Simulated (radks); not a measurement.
Coulomb parameter of the 4f shell of the ytterbium ion Yb3+ in the model configuration [Xe] 4f11.5 5d1.5, as a second difference U = [E(n + 1) + E(n - 1) - 2 E(n)] / (1)^2 with all orbitals relaxed. "Bare": the charge of the atom changes with n. "Screened": the 5d shell takes up the change at fixed total charge, which measures U(4f,4f) + U(5d,5d) - 2 U(4f,5d). Method: scalar-relativistic Kohn-Sham, PBE, spin-unpolarised, spherical densities, finite nucleus; Fermi nuclear charge, rms radius 5.3108 fm; computed with a radial shooting solver on a logarithmic mesh with Libxc functionals.

| case | configuration | E - E(n) (eV) |
|---|---|---|
| start | [Xe] 4f11.5 5d1.5 | 0.000 |
| bare +1 | [Xe] 4f12.5 5d1.5 | -37.533 |
| bare -1 | [Xe] 4f10.5 5d1.5 | 58.777 |
| screened +1 | [Xe] 4f12.5 5d0.5 | -16.658 |
| screened -1 | [Xe] 4f10.5 5d2.5 | 23.020 |

U(bare) = 21.243 eV, U(screened by 5d) = 6.363 eV, against the Slater integral F0(4f,4f) = 36.670 eV with frozen orbitals.
